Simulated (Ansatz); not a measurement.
Geometry optimisation, RKS B3LYP-D4/def2-SVP in Ansatz.

Input file:

```yaml
crystal:
  periodic: [false, false, false]
  atoms:
    - { symbol: In, position_ang: [0.0, 0.0, 0.0] }
    - { symbol: Cl, position_ang: [0.0, 0.0, 2.79] }
    - { symbol: Cl, position_ang: [2.113, 0.0, -1.22] }
    - { symbol: Cl, position_ang: [-2.113, 0.0, -1.22] }
    - { symbol: Br, position_ang: [0.1221, -2.7683, 0.9207] }
    - { symbol: H, position_ang: [0.0684, -1.5515, 2.2852] }
basis:
  gaussian: { orbitals: def2-SVP }
hamiltonian:
  xc: b3lyp
  dispersion: d4
relax:
  f_tol: 0.15
  max_steps: 25
  restrain:
    - { distance: [0, 4], at: 3.82, k: 30.0 }
    - { distance: [5, 1], at: 2.57, k: 30.0 }
    - { distance: [0, 1], at: 2.44, k: 30.0 }
    - { distance: [5, 4], at: 1.55, k: 30.0 }
```

Command:

```bash
$ ansatz run input.yaml --threads 4 --pin off --max-ram 5120MiB --backend cpu --events-out ev --progress --plain --runs-dir out
```

Where does it end, and by what steps?

It converged. The restraints hold the end off the free minimum; the threshold counts their pulls, which the force column leaves out. Restrained pairs: In1–Br5 (2.92 → 3.81 Å), Cl2–H6 (1.63 → 2.57 Å), In1–Cl2 (2.79 → 2.42 Å), Br5–H6 (1.83 → 1.51 Å). After 5 steps the energy has fallen by 0.620 eV (the restraints' own energy left out); Br5 moved furthest, 0.68 Å.

```
step  energy less start (eV)  largest force component (eV/Å)  accepted
   0                  0.0000                           1.541       yes
   1                  0.1252                           1.847       yes
   2                 -0.1252                           1.745       yes
   3                 -0.4341                           1.063       yes
   4                 -0.6160                           1.206       yes
   5                 -0.6198                           1.252       yes
```

```xyz
6
Properties=species:S:1:pos:R:3
In -0.004 0.235 -0.064
Cl -0.004 0.403 2.349
Cl 2.047 0.284 -1.174
Cl -2.061 0.237 -1.165
Br 0.124 -3.315 1.321
H 0.088 -2.164 2.290
```

The run took 18 s on 4 threads of Arm Neoverse V1, with other jobs on the host, peak memory 0.35 GiB.
